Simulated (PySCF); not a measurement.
Two species compared at the same levels of theory.

First species: Fluoromethane, CH3F.
Z-matrix (Å and degrees, GFN2-xTB geometry), rows numbered from 1:
```
C 
F   1  1.3643
H   1  1.0906  2  108.07
H   1  1.0905  2  108.07  3   120.02
H   1  1.0907  2  108.06  3  -119.99
```

Second species: C4H7FOSi.
Geometry (GFN2-xTB, Å), atoms numbered from 1 in this order:
```
atom  x, y, z in Å
O1     0.3581    0.5943   -1.2463
C2     0.3436    0.0729   -0.1502
C3     1.5796   -0.2631    0.5841
C4     2.7684   -0.0011    0.0562
F5     3.9083   -0.2866    0.6812
C6    -0.9455   -0.2615    0.5228
Si7   -2.3494    0.2865   -0.6525
H8     1.4912   -0.7249    1.5556
H9     2.9185    0.4587   -0.9110
H10   -0.9846    0.2417    1.4902
H11   -0.9692   -1.3310    0.7379
H12   -2.2460   -0.4652   -1.8976
H13   -2.2670    1.7290   -0.8487
H14   -3.6067   -0.0503    0.0265
```

Levels: PBE0/def2-SVPD for dipole moment, HOMO energy, LUMO energy, HOMO–LUMO gap, static isotropic polarisability and electronic spatial extent ⟨r²⟩ about the centre of nuclear charge; TDDFT PBE0/def2-SVPD for lowest singlet excitation; TDA PBE0/def2-SVPD for lowest triplet excitation (Tamm–Dancoff). Geometries: GFN2-xTB. All species are isolated and taken at one optimised geometry, non-relativistic unless stated; the electronic structure was computed with PySCF and density fitting.

Dipoles, sizes and rotational constants follow the conformer. The torsions of the flexible species, by atom-mapped SMILES:
- `[O:1]=[C:2](/[CH:3]=[CH:4]/[F:5])[CH2:6][SiH3:7]`: O1–C2–C3–C4 0°, O1–C2–C6–Si7 0°

```tsv
property	column X	column Y
dipole moment	1.78 D	2.04 D
HOMO energy	-9.90 eV	-7.82 eV
LUMO energy	0.89 eV	-1.89 eV
HOMO–LUMO gap	10.79 eV	5.93 eV
lowest singlet excitation	9.31 eV	3.95 eV
lowest triplet excitation (Tamm–Dancoff)	8.98 eV	3.48 eV
static isotropic polarisability	16.5 au	80.0 au
electronic spatial extent ⟨r²⟩ about the centre of nuclear charge	75 bohr²	1392 bohr²
```

(1) Which column belongs to which species?

(2) How does each property change from the first species to the second?

## Answers

(1) Column X is the first species and column Y the second. The first has 5 atoms and 18 electrons, the second 14 and 62.

(2) dipole moment +0.26 D; HOMO energy +2.08 eV; LUMO energy -2.78 eV; HOMO–LUMO gap -4.86 eV; lowest singlet excitation -5.36 eV; lowest triplet excitation (Tamm–Dancoff) -5.50 eV; static isotropic polarisability +63.5 au; electronic spatial extent ⟨r²⟩ about the centre of nuclear charge +1317 bohr².

On the first: The vertical singlet–triplet gap S1 − T1 is 0.33 eV (TDDFT singlet less Tamm–Dancoff triplet). No computed singlet falls in the visible range (750 to 380 nm, 1.65 to 3.26 eV); S1 lies 6.05 eV above its blue end.

On the second: The dipole equals about 6.8 × 10⁻³⁰ C·m (1 D = 3.33564 × 10⁻³⁰ C·m). The vertical singlet–triplet gap S1 − T1 is 0.47 eV (TDDFT singlet less Tamm–Dancoff triplet; S1: HOMO→LUMO, weight 0.97; T1: HOMO→LUMO, weight 0.95).
